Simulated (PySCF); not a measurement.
Input for PySCF: R-B3LYP/6-31G* on C2H6S (SMILES CSC) with ghost functions, monomers drawn apart or pushed together.

```python
from pyscf import gto, scf, dft, mp
from pyscf.data.elements import chemcore

mol = gto.M(
    atom='''
    C     1.72981100   -0.90847533    3.36620575
    S    -0.04317238   -0.64274892    3.16131259
    C    -0.31938503    0.63144706    4.40878876
    H     1.93305150   -1.32317242    4.35191799
    H     2.03114959   -1.61698669    2.59766945
    H     2.25562637    0.03343332    3.21894169
    H    -0.13091251    0.22774519    5.40197067
    H    -1.36129441    0.93246462    4.32360637
    H     0.32395522    1.48505298    4.20183262
    ghost-B   -0.32926278    0.60267203    0.75954861
    ghost-H    0.00165623   -0.22085688   -0.05593228
    ghost-H   -1.49506387    0.90385229    0.70558004
    ghost-H    0.43342644    1.52902770    0.89040317
    ''',
    basis='6-31g*',
    cart=True,
    charge=0, spin=0, verbose=3, max_memory=1800)
mf = dft.RKS(mol, xc='b3lyp')
mf.conv_tol = 1e-8
mf.max_cycle = 100
mf.kernel()
if not mf.converged:
    mf = mf.newton().run(mf.mo_coeff, mf.mo_occ)
```

### Question
Predict the final total energy.

### Answer
-478.0133 hartree.
